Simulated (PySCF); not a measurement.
PbBr2, SMILES [Br][Pb][Br] (connectivity only; charge and spin as stated), neutral, multiplicity 1.

Geometry: r2SCAN-D4/def2-SVP. The isomer is the one that the SMILES or the coordinates give; other isomers of the formula were not compared. The def2 effective core potentials stand for the cores of Pb; spin–orbit coupling is left out.

The numbers are results of PySCF with r2SCAN-D4/def2-SVP, not measurements.

Frequencies are harmonic and unscaled.

Computed harmonic wavenumbers and intensities:
```
mode  ν (cm⁻¹)  IR (km/mol)  Raman (Å⁴/amu)  depolarisation  moving atoms (share of kinetic energy)
----  --------  -----------  --------------  --------------  --------------------------------------
1           64          1.0             4.1            0.71                        Br 82 %, Pb 18 %
2          210         41.9             6.1            0.75                        Br 69 %, Pb 31 %
3          216         15.8            11.2            0.13                        Br 74 %, Pb 26 %
```
